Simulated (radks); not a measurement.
The numbers below are computed, except where a source is named.
Numerical settings for the gadolinium ion Gd3+, [Xe] 4f7. Level of theory: scalar-relativistic Kohn-Sham, LDA (Slater exchange, Perdew-Wang correlation), spin-polarised, spherical densities, point nucleus; open shells are filled with parallel spins first (spin-orbit coupling, left out, can overturn this in heavy ions) (a radial shooting solver on a logarithmic mesh with Libxc functionals). The defaults (mesh step 0.008 in ln r, mesh end at 40 bohr or more with all orbitals vanishing there, Anderson mixing 0.5 over 9 steps, residual threshold near 1e-9 with the energy settled to 1e-9 hartree or 1e-11 of itself, here a cap of 52 iterations) give E = -11262.4561 hartree and 4f at -35.852 eV in 15 iterations. Times are rough (one thread of a shared host). Changes against that run (0 stands for a change within the tolerance of the run):

setting                    iterations  converged  E (mhartree)  e(4f) (meV)  CPU (s)
mesh step in ln r 0.02             15        yes     +0.000495            0     0.12
mesh step in ln r 0.08              2         no      diverged            -     0.04
mesh step in ln r 0.05             15        yes        +0.119       -0.052     0.06
mesh end (bohr) 8                  15        yes             0     +0.00734     0.27
mesh end (bohr) 3                  14        yes          +396    +4.42e+03     0.25
residual threshold 0.001           10        yes             0       -0.652     0.22
residual threshold 0.1             10        yes             0       -0.652     0.22
mixing 0.01                        23        yes             0            0     0.41
linear mixing, mixing 0.2          52         no             0      -0.0553     0.82
linear mixing, mixing 0.8          52         no     +2.59e+04    +2.44e+04      1.4
mixing history 3                   17        yes             0            0      0.3
iteration cap 5                     5         no         +3.31        -44.2     0.12

Settings that end as converged yet miss the energy by more than 1 mhartree: mesh end (bohr) 3 (+0.396 hartree). A mesh that ends early acts as a hard wall.
